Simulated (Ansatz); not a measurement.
Job for Ansatz (a program for electronic structure): U-wB97X-V/cc-pV(T+d)Z on AlH5Si (SMILES [AlH2][SiH3]), a point of a bond scan (R = 4.275 Å). Files ending in .json are basis or fitting sets from the Basis Set Exchange.

Ansatz 0.2 input:
```yaml
crystal:
  periodic: [false, false, false]
  atoms:
    - {symbol: Al, position_ang: [0.03394872, -0.60450630, -1.15927772]}
    - {symbol: H, position_ang: [-3.53563971, -0.96315675, -3.48492358]}
    - {symbol: H, position_ang: [1.38583772, -1.18780901, -1.74138382]}
    - {symbol: Si, position_ang: [-0.02792387, 0.52763245, 1.02391416]}
    - {symbol: H, position_ang: [-0.03926723, 2.00388745, 0.82696529]}
    - {symbol: H, position_ang: [1.14506402, 0.20807389, 1.87836413]}
    - {symbol: H, position_ang: [-1.25391258, 0.18491499, 1.79249452]}
basis:
  gaussian:
    orbitals: cc-pV_T+d_Z.json
hamiltonian:
  xc: {name: wB97X-V}
magnetization: {spin_polarized: true, initial_magnetization: 0}
```

Output:

```
WARN ansatz: RAYON_NUM_THREADS=1 ignored (pool sized by the plan → 1); use --threads N
Functional definition: wB97X-V
integrals: 0.08 GiB planned
912 factors; their error is unknown
integrals: 0.11 GiB planned
220 factors; integrals over basis functions are off by at most 4.0e-5 eV
mean field: 0.87 GiB planned
mean field evaluation 1: about -14544.5546 eV, gradient 1.3e1 eV
mean field evaluation 2: about -14539.4552 eV, gradient 1.7e1 eV
mean field evaluation 4: about -14547.9385 eV, gradient 1.7e0 eV
mean field evaluation 8: about -14547.9944 eV, gradient 7.0e-2 eV
mean field evaluation 16: about -14548.0558 eV, gradient 2.0e-4 eV
mean field evaluation 32: about -14549.5599 eV, gradient 2.4e0 eV
mean field -14549.71280937 eV, -534.6920835948 hartree, gradient 7.8e-6 eV, S^2 0.987826; 5 other end points of the search recorded, 0 dependent functions left out
reference -14549.71280866 eV, -534.6920835687 hartree; 16, 16 occupied and 132, 132 virtual orbitals, 912 factors
Total energy: -14549.71280866 eV, -534.6920835687 hartree
```

The run converged. Its determinant has ⟨S²⟩ = 0.99, a mixture of spin states.

Cost: roughly 28 core-seconds.
